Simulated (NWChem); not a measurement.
A series in which one site is exchanged, each optimised at PBE0/def2-SVP with NWChem, gas phase unless a solvent is named. For some, no frequency run checked for a minimum. def2 effective core potentials on Bi; no spin-orbit coupling.

A: [Cl][Bi]([Cl])[F] (BiCl2F; site = F)
B: [Cl][BiH][Cl] (BiHCl2; site = H)
C: [Cl][Bi]([Cl])[Br] (BiBrCl₂; site = Br)
D: [Cl][Bi]([Cl])[Cl] (BiCl₃; site = Cl)

```csv
quantity,A,B,C,D
"dipole (D), PBE0/def2-SVP",4.45,4.02,(withheld),4.11
"orbital gap (eV), PBE0/def2-SVP",6.74,5.84,(withheld),6.27
"static polarisability, CAM-B3LYP/def2-SVPD (bohr³)",72.5,75.8,(withheld),89.3
```

**Question.** Some entries are withheld; supply them.

**Answer.** 
- dipole (D), PBE0/def2-SVP, C: 3.94
- orbital gap (eV), PBE0/def2-SVP, C: 5.90
- static polarisability, CAM-B3LYP/def2-SVPD (bohr³), C: 98.5
